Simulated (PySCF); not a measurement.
CH3ClGa, multiplicity 2. Atoms are numbered in the order given.

```xyz
6

Ga     0.4931    -0.3598     0.0000
C     -0.8992    -1.8386     0.0000
H     -1.5081    -1.6940    -0.8929
H     -1.5081    -1.6940     0.8929
H     -0.4347    -2.8209     0.0000
Cl    -0.3788     1.6702     0.0000
```
Charge 0, spin multiplicity 2.

Coordinates come from a B3LYP-D3(BJ)/def2-TZVP optimisation. The spin state was assumed, not searched. The isomer is the one that the SMILES or the coordinates give; other isomers of the formula were not compared.

The numbers are results of B3LYP-D3(BJ)/def2-TZVP (PySCF), not measurements.

Frequencies are harmonic and unscaled.

Q: List the normal modes with their intensities. (The exact figures need the calculation; the answer reports its results.)

A: 
```
mode  ν (cm⁻¹)  IR (km/mol)  moving atoms (share of kinetic energy)
----  --------  -----------  --------------------------------------
1           61          0.1                                  H 95 %
2          128          2.1        C 36 %, Cl 23 %, Ga 21 %, H 20 %
3          358         61.2                        Cl 66 %, Ga 29 %
4          470         18.3                 C 65 %, Ga 20 %, H 13 %
5          625          0.3                          H 88 %, C 12 %
6          721         15.5                          H 83 %, C 15 %
7         1149          3.7                          H 85 %, C 15 %
8         1434          3.0                                  H 94 %
9         1446          5.6                                  H 94 %
10        3040          3.3                                  H 98 %
11        3130          3.6                           H 91 %, C 9 %
12        3160          4.7                          H 90 %, C 10 %
```
